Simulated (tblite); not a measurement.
Compound: C6H13PSe.
SMILES with atom numbers: `[CH3:1][CH2:2][P@:3]1(=[Se:4])[CH2:5][C@H:6]([CH3:7])[CH2:8]1` (hydrogens: H9, H10, H11 on C1; H12, H13 on C2; H14, H15 on C5; H16 on C6; H17, H18, H19 on C7; H20, H21 on C8)

Computed with GFN2-xTB (tblite), gas phase: L-BFGS steps from a force-field or distance-geometry start until the largest atomic force falls under 0.01 eV/Å.

Step 60: E = -685.5753 eV
```
atom  x, y, z in Å  |  force x, y, z in eV/Å
C1      3.0729    0.5042   -0.2264    0.036  -0.003  -0.004
C2      1.9852   -0.5494   -0.0919    0.037   0.031  -0.003
P3      0.5908    0.1617    0.8871    0.020   0.021   0.008
Se4     1.1092    1.1419    2.6543    0.008   0.000   0.039
C5     -0.8415   -1.0128    0.9317   -0.034  -0.001  -0.002
C6     -1.7444    0.1221    0.4025   -0.048   0.008  -0.018
C7     -2.8609   -0.3165   -0.5240   -0.030  -0.020  -0.053
C8     -0.6372    0.9937   -0.2311   -0.013  -0.005   0.024
H9      2.7015    1.3787   -0.7602   -0.016  -0.026   0.000
H10     3.3907    0.8241    0.7653    0.035   0.015  -0.032
H11     3.9330    0.1072   -0.7608    0.017   0.002   0.003
H12     1.6144   -0.8740   -1.0670   -0.020  -0.022   0.039
H13     2.3529   -1.4177    0.4636   -0.006   0.001  -0.027
H14    -0.7294   -1.8273    0.2165   -0.007  -0.011  -0.047
H15    -1.1206   -1.4191    1.9008    0.022   0.000   0.047
H16    -2.1677    0.6615    1.2539   -0.016  -0.011   0.011
H17    -2.4642   -0.7935   -1.4169    0.066  -0.025  -0.029
H18    -3.4601    0.5364   -0.8327   -0.008   0.028   0.006
H19    -3.5087   -1.0298   -0.0197   -0.025   0.015   0.029
H20    -0.4648    0.7577   -1.2826   -0.029   0.006   0.025
H21    -0.7602    2.0680   -0.1082    0.011  -0.004  -0.016
```

Step 61: E = -685.5765 eV
```
atom  x, y, z in Å  |  force x, y, z in eV/Å
C1      3.0713    0.5035   -0.2294    0.016  -0.010  -0.004
C2      1.9853   -0.5511   -0.0880    0.020   0.031  -0.006
P3      0.5909    0.1626    0.8909    0.015   0.022  -0.003
Se4     1.1076    1.1432    2.6580    0.014   0.002   0.041
C5     -0.8423   -1.0111    0.9329   -0.022   0.003   0.003
C6     -1.7454    0.1234    0.4025   -0.049   0.001  -0.016
C7     -2.8584   -0.3173   -0.5276   -0.020  -0.025  -0.050
C8     -0.6372    0.9962   -0.2278   -0.011  -0.003   0.027
H9      2.6921    1.3807   -0.7536   -0.003  -0.030   0.002
H10     3.4021    0.8172    0.7599    0.031   0.019  -0.032
H11     3.9225    0.1064   -0.7769    0.034   0.015  -0.003
H12     1.6114   -0.8782   -1.0613   -0.018  -0.018   0.038
H13     2.3576   -1.4185    0.4659   -0.020   0.009  -0.018
H14    -0.7248   -1.8253    0.2186   -0.021  -0.013  -0.058
H15    -1.1214   -1.4192    1.9008    0.014   0.002   0.058
H16    -2.1748    0.6605    1.2522    0.003  -0.006   0.015
H17    -2.4536   -0.7979   -1.4153    0.033  -0.020  -0.025
H18    -3.4572    0.5346   -0.8417    0.012   0.015   0.003
H19    -3.5089   -1.0276   -0.0218   -0.014   0.014   0.010
H20    -0.4645    0.7649   -1.2802   -0.026  -0.008   0.023
H21    -0.7611    2.0701   -0.1036    0.014   0.001  -0.004
```

Step 62: E = -685.5775 eV
```
atom  x, y, z in Å  |  force x, y, z in eV/Å
C1      3.0713    0.5032   -0.2327    0.002  -0.025   0.001
C2      1.9860   -0.5510   -0.0852   -0.006   0.021   0.001
P3      0.5908    0.1636    0.8939    0.000   0.015  -0.005
Se4     1.1046    1.1436    2.6625    0.019  -0.002   0.031
C5     -0.8439   -1.0101    0.9337   -0.004   0.002   0.010
C6     -1.7475    0.1244    0.4030   -0.032  -0.009  -0.006
C7     -2.8567   -0.3182   -0.5312   -0.002  -0.019  -0.030
C8     -0.6382    0.9981   -0.2243   -0.011   0.000   0.022
H9      2.6867    1.3818   -0.7500    0.005  -0.022  -0.004
H10     3.4124    0.8126    0.7543    0.028   0.022  -0.031
H11     3.9152    0.1047   -0.7899    0.045   0.026  -0.007
H12     1.6091   -0.8823   -1.0560   -0.016  -0.007   0.032
H13     2.3608   -1.4176    0.4683   -0.024   0.012  -0.007
H14    -0.7229   -1.8232    0.2180   -0.033  -0.004  -0.047
H15    -1.1221   -1.4202    1.9016    0.012   0.009   0.040
H16    -2.1804    0.6598    1.2521    0.008  -0.005   0.013
H17    -2.4424   -0.8023   -1.4135   -0.011  -0.010  -0.015
H18    -3.4541    0.5336   -0.8496    0.028  -0.005  -0.008
H19    -3.5099   -1.0254   -0.0234   -0.001   0.013  -0.017
H20    -0.4660    0.7700   -1.2772   -0.020  -0.018   0.018
H21    -0.7618    2.0720   -0.1001    0.012   0.006   0.008
```

Question: Estimate the geometry and energy of step 63. (The exact step hangs on the optimiser's Hessian estimate; all steps are aligned on step 62, rigid shifts and turns removed.)

Answer: E = -685.5782 eV, largest force 0.059 eV/Å
```
atom  x, y, z in Å  |  force x, y, z in eV/Å
C1      3.0728    0.5029   -0.2355   -0.012  -0.023  -0.002
C2      1.9867   -0.5493   -0.0840   -0.025   0.004   0.014
P3      0.5903    0.1647    0.8954   -0.014   0.005   0.004
Se4     1.1010    1.1434    2.6666    0.021  -0.008   0.015
C5     -0.8454   -1.0101    0.9338    0.011   0.002   0.006
C6     -1.7495    0.1250    0.4040   -0.007  -0.014   0.006
C7     -2.8557   -0.3193   -0.5334    0.015  -0.006  -0.005
C8     -0.6397    0.9993   -0.2215   -0.013   0.003   0.013
H9      2.6864    1.3822   -0.7500    0.010  -0.017  -0.009
H10     3.4194    0.8111    0.7496    0.028   0.025  -0.020
H11     3.9129    0.1026   -0.7970    0.050   0.029  -0.012
H12     1.6080   -0.8854   -1.0523   -0.015   0.005   0.023
H13     2.3610   -1.4148    0.4710   -0.018   0.007   0.002
H14    -0.7246   -1.8215    0.2150   -0.033   0.009  -0.022
H15    -1.1225   -1.4220    1.9020    0.015   0.015   0.015
H16    -2.1826    0.6592    1.2537   -0.001  -0.007   0.007
H17    -2.4341   -0.8056   -1.4118   -0.045  -0.002  -0.004
H18    -3.4510    0.5333   -0.8546    0.033  -0.018  -0.020
H19    -3.5113   -1.0236   -0.0242    0.006   0.010  -0.037
H20    -0.4687    0.7720   -1.2746   -0.012  -0.022   0.012
H21    -0.7622    2.0733   -0.0979    0.007   0.008   0.016
```

The energy changes by -0.0007 eV. The first-order estimate −F·Δx gives -0.0011 eV and the mean of the old and new forces, exact on a quadratic surface, -0.0007 eV. The step makes an angle of 70° with the force vector and moves no atom by more than 0.009 Å.

The cost below is that of the whole relaxation. Time: 1.2 s of wall time. Hardware: an Arm Neoverse V1 with one thread, shared host.
